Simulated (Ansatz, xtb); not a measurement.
Relative energy of two isomers of C4H2ClFO

We compare a, `Fc1occc1Cl`, a singlet, with b, `O=C1C=C(Cl)[C@@H]1F`, a singlet. Both are isolated molecules in the gas phase, relaxed with PBE-D3(BJ)/def2-SVP.

Quicker runs give these differences E(b) − E(a): GFN2-xTB +140.4 kJ/mol; HF/STO-3G +163.0 kJ/mol (at GFN2-xTB geometries); r2SCAN-D4/def2-SVP +73.0 kJ/mol (at GFN2-xTB geometries).

Question: Estimate E(b) − E(a) at the level CCSD(T)/def2-SVP + ΔMP2/def2-TZVPP.

Answer: Calculated at CCSD(T)/def2-SVP + ΔMP2/def2-TZVPP: E(b) − E(a) = +54.7 kJ/mol, so structure a lies lower.

How the difference moves with the method:

```json
{"level": "GFN2-xTB", "geometry": "GFN2-xTB", "E(b) − E(a) (kJ/mol)": "+140.4", "departure from the last row (kJ/mol)": "+85.7", "job, with rough time for the two": "optimisation, 0.17 s"}
{"level": "HF/STO-3G", "geometry": "GFN2-xTB", "E(b) − E(a) (kJ/mol)": "+163.0", "departure from the last row (kJ/mol)": "+108.3", "job, with rough time for the two": "single point, 0.63 s"}
{"level": "r2SCAN-D4/def2-SVP", "geometry": "GFN2-xTB", "E(b) − E(a) (kJ/mol)": "+73.0", "departure from the last row (kJ/mol)": "+18.3", "job, with rough time for the two": "single point, 4.2 s"}
{"level": "PBE-D3(BJ)/def2-SVP", "geometry": "PBE-D3(BJ)/def2-SVP", "E(b) − E(a) (kJ/mol)": "+67.0", "departure from the last row (kJ/mol)": "+12.3", "job, with rough time for the two": "optimisation, 30 s"}
{"level": "HF/def2-SVP", "geometry": "PBE-D3(BJ)/def2-SVP", "E(b) − E(a) (kJ/mol)": "+55.2", "departure from the last row (kJ/mol)": "+0.5", "job, with rough time for the two": "part of the CCSD(T) run"}
{"level": "MP2/def2-SVP", "geometry": "PBE-D3(BJ)/def2-SVP", "E(b) − E(a) (kJ/mol)": "+68.4", "departure from the last row (kJ/mol)": "+13.7", "job, with rough time for the two": "part of the CCSD(T) run"}
{"level": "CCSD(T)/def2-SVP", "geometry": "PBE-D3(BJ)/def2-SVP", "E(b) − E(a) (kJ/mol)": "+61.7", "departure from the last row (kJ/mol)": "+7.0", "job, with rough time for the two": "single point"}
{"level": "CCSD(T)/def2-SVP + ΔMP2/def2-TZVPP", "geometry": "PBE-D3(BJ)/def2-SVP", "E(b) − E(a) (kJ/mol)": "+54.7", "departure from the last row (kJ/mol)": "", "job, with rough time for the two": "single point, 50 s"}
```

As drawn, b has 1 C=O, 3 C–C, 1 C=C in place of 2 C∷O, 3 C∷C (∷ is an aromatic bond). Structure a has a 5-membered ring (with an aromatic ring), b a 4-membered ring.

None of the levels shown reverses the order. The largest departure from CCSD(T)/def2-SVP + ΔMP2/def2-TZVPP is that of HF/STO-3G, 108.3 kJ/mol. The last row adds to CCSD(T) the change of the MP2 difference between the two basis sets, here −7.0 kJ/mol.

With thermal terms from frequencies at re-optimised GFN2-xTB minima (ideal gas, soft modes damped towards free rotors, one conformer each, 298.15 K, 1 atm): the zero-point term adds −4.3 kJ/mol; ΔH is +51.9 and ΔG +47.9 kJ/mol.

The correlated steps freeze 11 core orbitals. Mirror images aren't counted in ΔG. Programs: Ansatz 0.2.0, xtb 6.7.1; the last row on 2 threads of Intel(R) Xeon(R) Processor @ 2.70GHz on a shared host.
